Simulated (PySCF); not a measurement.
Vertical excitations of a molecule C2H10Si2 from PySCF with TDA-PBE/def2-SVPD, as energy in eV (oscillator strength): 6.40 (0.014), 6.63 (0.025), 6.88 (0.040), 7.18 (0.024), 7.25 (0.147), 7.30 (0.007), 7.40 (0.029), 7.47 (0.048), 7.51 (0.171), 7.53 (0.045). Lowest triplet (TDA): 5.84 eV. The structure is a stationary point at r2SCAN-D4/def2-SVP. One conformer was computed; it need not be the lowest.

Question: Which structure fits?
A) CC([SiH3])[SiH3]
B) C[SiH](C)[SiH3]
C) CC[SiH2][SiH3]
D) [SiH3]CC[SiH3]

Answer: B, C[SiH](C)[SiH3]
